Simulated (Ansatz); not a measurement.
`[CH2]1[SiH2][CH2][GaH]1`. Charge 0, multiplicity 1.

```xyz
11

C     0.4151    1.1382    0.7046
Si    0.6334    0.2307   -0.9341
C    -0.3574   -1.2887   -0.4183
Ga   -1.0854   -0.1421    1.0540
H     0.2563    2.2157    0.7179
H     1.2357    0.9082    1.3956
H     2.0392   -0.0146   -1.3710
H    -0.0722    0.9610   -2.0270
H     0.2933   -2.0524    0.0257
H    -1.0162   -1.7819   -1.1319
H    -2.3418   -0.1741    1.9845
```

**Question.** List the harmonic frequencies (cm⁻¹, unscaled) at PBE0-D4/def2-TZVP in Ansatz. (Estimate.)

**Answer.** Computed: 97, 305, 360, 379, 437, 481, 552, 587, 605, 692, 693, 747, 833, 880, 901, 904, 926, 958, 1363, 1381, 1967, 2186, 2195, 3055, 3058, 3152, 3154.

**Question.** Is this a minimum?

**Answer.** Yes, all 27 modes are real.

**Question.** Give the ideal-gas thermochemistry at 298.15 K and 1 bar (rigid rotor, harmonic oscillator; point group Cs, symmetry number 1).

**Answer.** Zero-point energy 196.5 kJ/mol; H(298) − E = 215.7 kJ/mol; entropy 329.4 J/(mol·K), of which translation 169.5, rotation 110.4, vibration 49.5; G(298) − E = 117.4 kJ/mol. Modes under 100 cm⁻¹ are hindered rotations or soft bends, so the harmonic entropy is rough.

**Question.** And at 400, 500, 600, 800 and 1000 K?

**Answer.** 
```
T (K)  H − E (kJ/mol)  S (J/mol/K)  G − E (kJ/mol)
  400           228.2        365.4            82.0
  500           242.7        397.7            43.8
  600           258.8        427.0             2.6
  800           294.6        478.3           -88.1
 1000           333.9        522.2          -188.2
```

**Question.** Rotational constants (cm⁻¹)?

**Answer.** 0.2375, 0.09466, 0.07236.
